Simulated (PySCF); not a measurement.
## Stationary points of SbF3

Computed with PBE in PySCF with Sb def2-TZVP with ECP28, F def2-TZVP; scalar-relativistic core potentials, no spin–orbit coupling; density-fitted integrals.

Relaxations began from a few typed shapes. The search is not exhaustive: other isomers or separated fragments can lie lower, and high-lying points may rest on an excited occupation.

```json
{"spin": "singlet", "group": "C3v", "bonds": "Sb–F 1.918 Å (×3)", "angles": "F–Sb–F 95.5° (×3)", "imaginary modes (cm⁻¹)": "none", "ΔE (kJ/mol)": "0.0", "ΔE with ZPE (kJ/mol)": "0.0"}
{"spin": "singlet", "group": "C2v", "bonds": "Sb–F 1.906 Å, Sb–F 1.995 Å (×2)", "angles": "F–Sb–F 85.9° (×2), F–Sb–F 171.7°", "imaginary modes (cm⁻¹)": "173i", "ΔE (kJ/mol)": "136.5", "ΔE with ZPE (kJ/mol)": "–"}
{"spin": "singlet", "group": "D3h", "bonds": "Sb–F 1.996 Å (×3)", "angles": "F–Sb–F 120.0° (×3)", "imaginary modes (cm⁻¹)": "240i", "ΔE (kJ/mol)": "165.9", "ΔE with ZPE (kJ/mol)": "–"}
```

The lowest minimum found is the singlet C3v: Sb–F 1.918 Å (×3); F–Sb–F 95.5° (×3).

Counting electrons, antimony keeps 2 of its valence electrons outside its bonds, so the VSEPR class is AX3E1 and the expected shape is trigonal pyramidal (C3v), as computed. The angle of 95° is close to 90°: the heavy centre bonds with nearly pure p orbitals and keeps its lone pair s-like.
